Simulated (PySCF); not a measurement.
## Correlation energy of Si²⁺ (silicon, charge +2)

[Ne] 3p2, high-spin 3P determinant (an excited configuration). Computed with PySCF 2.14 in ANO-RCC-VTZP (5s4p2d1f, 34 functions), with scalar relativity by spin-free X2C-1e. Frozen: [Ne]; 2 electrons correlated.

With two correlated electrons CCSD is exact within the correlated space (frozen core and kept virtual orbitals).

| level | correlation energy (mhartree) |
| --- | --- |
| CCSD | -10.31 |

Diagnostics: T1 = 0.0012, D1 = 0.0017, largest double amplitude 0.071.

Is a single reference adequate?

Mostly. T1 lies below 0.03, but a double amplitude of this size points to a near-degeneracy that CCSD handles and MP2 describes poorly.
